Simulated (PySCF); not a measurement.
C2H6N, SMILES C=[NH+]C, charge +1.

The structure is a stationary point at B3LYP-D3(BJ)/def2-TZVP. The isomer is the one that the SMILES or the coordinates give; other isomers of the formula were not compared.

Method: PySCF 2.14.0 with TDA-LC-ωPBE/def2-SVPD.

Vertical excitations. The molecule is in vacuum. State labels are in the subgroup Cs.

```json
[
 {"state": "S1", "symmetry": "A\"", "energy (eV)": "7.96", "λ (nm)": "156", "f": "0.000", "main pairs": "HOMO−2→LUMO 96 %"},
 {"state": "S2", "symmetry": "A'", "energy (eV)": "8.67", "λ (nm)": "143", "f": "0.391", "main pairs": "HOMO→LUMO 95 %"},
 {"state": "S3", "symmetry": "A\"", "energy (eV)": "8.90", "λ (nm)": "139", "f": "0.000", "main pairs": "HOMO−1→LUMO 96 %"},
 {"state": "S4", "symmetry": "A\"", "energy (eV)": "10.82", "λ (nm)": "115", "f": "0.003", "main pairs": "HOMO−4→LUMO 57 %, HOMO→LUMO+1 30 %"},
 {"state": "S5", "symmetry": "A\"", "energy (eV)": "10.89", "λ (nm)": "114", "f": "0.000", "main pairs": "HOMO→LUMO+1 57 %, HOMO−4→LUMO 33 %"},
 {"state": "S6", "symmetry": "A'", "energy (eV)": "11.45", "λ (nm)": "108", "f": "0.136", "main pairs": "HOMO−3→LUMO 91 %"},
 {"state": "S7", "symmetry": "A\"", "energy (eV)": "12.04", "λ (nm)": "103", "f": "0.003", "main pairs": "HOMO→LUMO+2 49 %, HOMO→LUMO+4 34 %"},
 {"state": "S8", "symmetry": "A\"", "energy (eV)": "12.29", "λ (nm)": "101", "f": "0.049", "main pairs": "HOMO−5→LUMO 60 %, HOMO→LUMO+3 18 %"},
 {"state": "S9", "symmetry": "A'", "energy (eV)": "12.39", "λ (nm)": "100", "f": "0.101", "main pairs": "HOMO−1→LUMO+1 74 %"},
 {"state": "S10", "symmetry": "A\"", "energy (eV)": "12.44", "λ (nm)": "100", "f": "0.013", "main pairs": "HOMO→LUMO+4 32 %, HOMO−5→LUMO 25 %, HOMO→LUMO+3 23 %, HOMO→LUMO+2 7 %"},
 {"state": "T1", "symmetry": "A'", "energy (eV)": "5.05", "λ (nm)": "246", "f": "0", "main pairs": "HOMO→LUMO 80 %, HOMO−3→LUMO 18 %"},
 {"state": "T2", "symmetry": "A\"", "energy (eV)": "7.17", "λ (nm)": "173", "f": "0", "main pairs": "HOMO−2→LUMO 95 %"},
 {"state": "T3", "symmetry": "A\"", "energy (eV)": "8.68", "λ (nm)": "143", "f": "0", "main pairs": "HOMO−1→LUMO 90 %"},
 {"state": "T4", "symmetry": "A'", "energy (eV)": "9.95", "λ (nm)": "125", "f": "0", "main pairs": "HOMO−3→LUMO 80 %, HOMO→LUMO 19 %"}
]
```
Triplets are in the Tamm–Dancoff approximation.
